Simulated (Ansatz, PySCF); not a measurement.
C₃H₄O₃, charge -1, doublet, at a GFN2-xTB geometry (a state made from the parent by changing its charge; the spin is typed, not shown lowest) (in this run its highest filled SCF level lies above zero, so its values depend strongly on the basis, on diffuse functions most of all). Base run: PBE0/6-311G** (PySCF).

PySCF was given this input:
```python
from pyscf import gto, scf, dft

mol = gto.M(
    atom='''
O     1.717424   -0.031777    0.852527
C     0.976368   -0.066285   -0.170283
O     0.016163   -1.171644   -0.337175
C    -1.226278   -0.707744    0.074300
C    -1.141043    0.840610   -0.039694
O     0.141270    1.101011   -0.504495
H    -1.447214   -1.003519    1.115832
H    -2.008028   -1.124098   -0.580132
H    -1.877899    1.239779   -0.754167
H    -1.319989    1.307624    0.945679
''',
    basis='6-311g**',
    charge=-1,
    spin=1,
    verbose=4,
)

mf = dft.UKS(mol)
mf.xc = 'pbe0'
mf.kernel()
```

The same geometry, method and basis name were run in Ansatz (an electronic-structure program) and PySCF, at each program's defaults and at the settings that a row names. The base is PySCF at its defaults. Differences at the defaults can come from grids, fitting, cores and function types together.

```csv
code and settings,ΔE vs base (µEh),basis functions,E (Eh),SCF cycles
"PySCF, defaults (exact integrals, its default grid, spherical functions)",0.0,132,-342.05428,13
"Ansatz, defaults (factorised integrals, its default grid, spherical functions)",1.3,132,-342.05428,-
"PySCF, density fitting with def2-universal-jkfit",-63.8,132,-342.05434,13
"PySCF, fine grid",1.6,132,-342.05428,13
"Ansatz, high accuracy",1.5,132,-342.05428,-
```

Open shells are given as the SCF converged; they aren't shown to be the lowest states, and a large step between rows can be another state.
